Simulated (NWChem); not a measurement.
Molecule: InSiH3F2; SMILES [F][In]([SiH3])[F]

All runs: NWChem. Medium grid unless said otherwise, to which SCAN and Minnesota functionals are sensitive. The geometry was optimised at PBE0/def2-SVP. def2 effective core potentials on In; no spin-orbit coupling. B3LYP is NWChem's, with the RPA form of VWN correlation.

Order these by “highest occupied level (eV)”, lowest first: TPSSh/def2-SVP; PBE/def2-SVP; M05-2X/def2-SVP; M06/def2-SVP; B3LYP/def2-SVP.

M05-2X/def2-SVP (-10.05), M06/def2-SVP (-8.80), B3LYP/def2-SVP (-8.53), TPSSh/def2-SVP (-8.07), PBE/def2-SVP (-7.37)
